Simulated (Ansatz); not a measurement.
Cl3HSeSn (`[Cl][Sn]([Cl])([Cl])[SeH]`). Charge 0, multiplicity 1. Sn: def2 effective core potential.

Z-matrix (Å, degrees):
```
Sn
Cl 1 2.300
Cl 1 2.303 2 108.3
Cl 1 2.303 2 108.3 3 114.4
Se 1 2.493 2 108.4 3 -122.8
H 5 1.471 1 89.8 2 -179.6
```

(1) List the harmonic frequencies (cm⁻¹, unscaled) at PBE0-D4/def2-TZVP in Ansatz. (Best estimate.)

(2) Is this a minimum?

(3) Give the ideal-gas thermochemistry at 298.15 K and 1 bar (rigid rotor, harmonic oscillator; point group Cs, symmetry number 1).

(4) Rotational constants (cm⁻¹)?

Answers

(1) Computed: 52, 75, 103, 113, 119, 120, 251, 375, 389, 394, 645, 2436.

(2) Yes, all 12 modes are real.

(3) Zero-point energy 30.3 kJ/mol; H(298) − E = 56.1 kJ/mol; entropy 421.7 J/(mol·K), of which translation 180.2, rotation 129.6, vibration 111.9; G(298) − E = -69.6 kJ/mol. Modes under 100 cm⁻¹ are hindered rotations or soft bends, so the harmonic entropy is rough.

(4) 0.0344, 0.02182, 0.02152.
